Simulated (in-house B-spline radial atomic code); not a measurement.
The numbers below are computed, except where a source is named.
# Softness against transferability: the 4s channel of Ni

Ni, [Ar] 3d8 4s2, non-relativistic LDA (VWN5), spherical and spin-unpolarised, from an all-electron radial atomic-structure program (B-spline basis) (atomic units). The all-electron 4s level is ε = -0.210765 hartree, its outermost node lies just inside 0.94 bohr and its outer maximum at 2.23 bohr.

Troullier-Martins pseudo-orbitals are made for several radii. The cutoffs (hartree) are the plane-wave energies beyond which the orbital holds less than the named kinetic energy per electron. The phase error is the difference, pseudo minus all-electron, of arctan(R P'/P) at R = 3.43 bohr for all radii, half a hartree below and above the level.

```tsv
r_c (bohr)	V_l(0) (hartree)	cutoff for 10 mEh	for 1 mEh	for 0.1 mEh	phase error at ε − 0.5 (mrad)	at ε + 0.5 (mrad)
1.68	-0.48	3.18	12.3	27.4	-0.3	-5.4
1.94	1.97	3.08	8.82	13.7	-0.2	-3.5
2.24	1.59	2.98	8.32	12.9	-0.3	-4.3
2.53	0.83	2.51	6.34	11	-0.6	-8.7
2.82	0.33	2.08	3.81	8.99	-1.3	-18.0
3.13	0.01	1.34	3.08	7.22	-2.7	-34.8
```

Problem. Which radius needs the lowest cutoff for 0.1 mEh while both phase errors stay within 8.8 mrad?

Solution. The radii within that limit are 1.68, 1.94, 2.24, 2.53 bohr; of these r_c = 2.53 needs the least, 11 hartree, that is 22 Ry or 299 eV.

Problem. What does the larger radius buy, and what does it cost?

Solution. From r_c = 1.68 to 3.13 bohr the cutoff for 1 mEh goes from 12.3 to 3.08 hartree, a factor of 3.99, against 3.47 for a pure 1/r_c² scaling, end to end; step by step it is 12.3, 8.82, 8.32, 6.34, 3.81, 3.08, and for 0.1 mEh 27.4, 13.7, 12.9, 11, 8.99, 7.22; the number of plane waves goes as the cutoff to the power 3/2, here a factor of 8.0. The larger of the two phase errors is least at r_c = 1.94 bohr, 3.5 mrad; it is 5.4 at the smallest radius and 34.8 at the largest. These errors test the reference atom alone. The smallest radius lies well inside the outer maximum, where the nodeless form must bend sharply to keep the norm, so it is both harder and scatters less well than the next. Large radii also let the cores of neighbours overlap, which an atom doesn't show.
